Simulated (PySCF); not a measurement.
Compound: H₇N₃Si.
Bonds: N1–Si2, Si2–N3, Si2–N4. Hydrogens: H5, H6 on N1; H7 on Si2; H8, H9 on N3; H10, H11 on N4.

Computed with PBE0-D3(BJ)/def2-SVP geometry optimisation, gas phase in PySCF.

(1) Give the optimised bond lengths and angles.

## Answers

(1) 
```json
{"bond": "N1–Si2, Si2–N3, Si2–N4", "length (Å)": "1.728"}
{"bond": "N1–H5 and 5 like bonds", "length (Å)": "1.013"}
{"bond": "Si2–H7", "length (Å)": "1.499"}
```

Bonds in one row agree within 0.01 Å and their mean is given. A selection of angles:
```json
{"angle": "Si2–N1–H5", "degrees": "119.5"}
{"angle": "Si2–N1–H6", "degrees": "120.6"}
{"angle": "H5–N1–H6", "degrees": "111.1"}
{"angle": "N1–Si2–N3", "degrees": "103.8"}
{"angle": "N1–Si2–N4", "degrees": "122.8"}
{"angle": "N1–Si2–H7", "degrees": "103.5"}
{"angle": "N3–Si2–H7", "degrees": "120.7"}
```

Si2 (SiH silicon) is distorted tetrahedral (angles from 103.5° to 122.8°). N1 (silicon-bound nitrogen) has angles 120.6°, 119.5° and 111.1°, sum 351.2°, 0.20 Å off the plane of its three neighbours.

Point group: Cs (tolerance 0.08 Å). No frequency check. One conformer, not necessarily the lowest (H–N1–Si2–N3 -161° and 54°, N1–Si2–N3–H -173° and 43°, N1–Si2–N4–H 63° and -82°).
